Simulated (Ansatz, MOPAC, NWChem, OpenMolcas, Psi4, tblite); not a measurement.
A ladder of methods for C2HBF2 (SMILES C#CB(F)F)

C2HBF2, singlet, SMILES `C#CB(F)F`. Each level relaxes the structure for itself.

Each level gives the zero-point energy at each level's own minimum (kJ/mol). The values are calculated.

```
                             level                    kind     program  value (kJ/mol)
                               PM3          semi-empirical       MOPAC            80.3
                               PM6          semi-empirical       MOPAC            73.7
                               PM7          semi-empirical       MOPAC            70.0
                          GFN1-xTB          semi-empirical      tblite            72.1
                          HF/3-21G            Hartree–Fock  OpenMolcas            83.7
   HF/6-31G* (Cartesian functions)            Hartree–Fock  OpenMolcas            81.4
             B3LYP-D3(BJ)/def2-SVP           global hybrid      NWChem            75.9
                 PBE0-D4/def2-TZVP           global hybrid      Ansatz            75.8
wB97X-D/def2-SVP (density fitting)  range-separated hybrid        Psi4            76.4
```

Harmonic and unscaled. The values span 70.0 to 83.7 kJ/mol.
